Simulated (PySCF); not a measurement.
Compound: C2H9ClFSi3 (doublet state).
Cartesian coordinates in Å at the GFN2-xTB level; atoms count from 1:
```
atom  x, y, z in Å
C1    -2.6743   -0.0579    0.4229
C2    -1.2294    0.1985    0.0486
F3    -0.7851    1.3404    0.7332
Si4   -0.0236   -1.2416    0.4773
Si5    2.0649   -0.2328    0.6666
Si6    2.5019    1.3420   -0.9312
Cl7    3.4836   -1.7246    0.3739
H8    -2.7552   -0.2578    1.4883
H9    -3.2995    0.8011    0.1846
H10   -3.0356   -0.9229   -0.1252
H11   -1.1641    0.4761   -1.0098
H12   -0.2250   -2.2312   -0.5904
H13   -0.5627   -1.8737    1.6914
H14    2.2931    0.0587    2.1004
H15    1.5633    2.4541   -1.0784
H16    3.8400    1.8807   -1.1962
```

The hyperfine couplings belong to this conformer and change with its torsions.

Identity: `C[C@@H](F)[SiH2][Si@H]([SiH2])Cl` [radical].

Method: UKS B3LYP, pcH-1 on C Cl F H Si, non-relativistic, mean-field spin-orbit, GIAO in PySCF. Isolated species at its GFN2-xTB geometry (one conformer only). The geometry wasn't refined by DFT: couplings that depend on bond lengths, twists or pyramidal angles can differ widely from those at the functional's own minimum, by a factor of two or more for some ions and for spin on atoms past the first row. The SCF solution wasn't tested for stability.

**Question.** Break the g tensor into its mass correction, gauge correction and orbital-Zeeman/spin–orbit terms.

**Answer.** 
```csv
Δg (ppm),1,2,3
relativistic mass correction,-118,-118,-118
gauge correction,10,22,28
orbital Zeeman/spin–orbit,-587,2171,3265
total,-695,2075,3176
```

So g = 2.00162, 2.00439, 2.00550 and g_iso = 2.00384; the tensor is rhombic: the two nearest values differ by 28 % of g3 − g1. Axes: g2 points within 14° of the Si5–Si6 bond.

**Question.** How much does each term add to the isotropic shift?

**Answer.** The orbital-Zeeman/spin–orbit term 1617, the mass correction -118 and the gauge correction 20 ppm, for a total of 1519 ppm. The orbital-Zeeman/spin–orbit term is the largest in size. The mass correction is the same along every axis, so the anisotropy comes from the other two: their spans along these axes are 19 (gauge) and 3852 ppm (orbital Zeeman/spin–orbit).

**Question.** At 9.647 GHz, how far is the centre of the isotropic spectrum from where a free electron (g = 2.002319) resonates?

**Answer.** B = hν/(g μB) with μB/h = 13.99624 MHz/mT gives 344.23 mT for the free electron and 343.97 mT at g_iso, 0.26 mT lower.

**Question.** In a frozen sample, at which fields do the three g values resonate at 9.5, 34, 94 and 263 GHz (hyperfine left aside), and which band first spreads them over more than twice a line width of 1.0 mT?

**Answer.** 
```tsv
band	GHz	B(g3) mT	B(g2) mT	B(g1) mT	spread mT
X	9.5	338.45	338.63	339.10	0.65
Q	34.0	1211.28	1211.95	1213.63	2.34
W	94.0	3348.84	3350.68	3355.32	6.48
J	263.0	9369.63	9374.78	9387.75	18.12
```

The spread grows in proportion to the frequency. Q band is the first where it exceeds 2.0 mT.

The largest Mulliken spin population is on Si6 (+0.99). The angles at Si6 add up to 348.5°, so it is slightly pyramidal.

The HOMO–LUMO gaps are 4.67 eV among the α and 4.49 eV among the β orbitals.
